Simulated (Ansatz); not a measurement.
Energy needed to pull apart H2TeSO (SMILES O[Te]S), singlet, into free ground-state atoms, from the structure below (displaced at random from a GFN2-xTB minimum); no zero-point or spin–orbit terms; open-shell atoms are treated unrestricted, in their ground-state multiplicity.

```xyz
5
angstrom
O -1.4308 -0.7919 0.1934
Te -0.6198 0.4594 -1.1145
S 0.9731 1.4172 0.4054
H -0.9729 -1.6200 0.2728
H 1.9376 0.5946 0.1344
```

Computed with Ansatz 0.2.0 (basis: def2-TZVPP); correlated methods freeze the cores. Filled d shells of the heavier atoms are correlated. Core potentials replace the inner electrons of the atoms past krypton. The def2 sets are not built for correlating such inner shells, so the correlated values are less sure here.

```
    method  atomization energy (kcal/mol)
    PBE-D4                              ?
 r2SCAN-D4                              ?
   PBE0-D4                          318.1
r2SCAN0-D4                          307.5
  BHLYP-D4                          298.1
   wB97M-V                          320.5
        HF                          179.6
       MP2                          314.5
      CCSD                          296.1
   CCSD(T)                          306.5
```

What does r2SCAN-D4 give? (To be estimated.)

By the calculation: 321.9 kcal/mol, which is about 15.5 kcal/mol more than CCSD(T)/def2-TZVPP.

What does PBE-D4 give? (An estimate is asked for; the value comes from the calculation.)

By the calculation: 335.5 kcal/mol, which is about 29.0 kcal/mol more than CCSD(T)/def2-TZVPP.

In triple zeta the MP2 and coupled-cluster atomization energies are still short of their basis limit by a few kcal/mol a bond, whereas those of the functionals are nearly converged, so these differences are not deviations from converged CCSD(T).

The T1 diagnostic stays at or below 0.014.

For scale, one of the runs: CCSD(T)/def2-TZVPP forces, 151 basis functions (an equivalent command: `ansatz run in.yaml --threads 4`). Hardware: 4 CPU threads, shared host. Wall time 97 s; peak host memory 2 GiB.
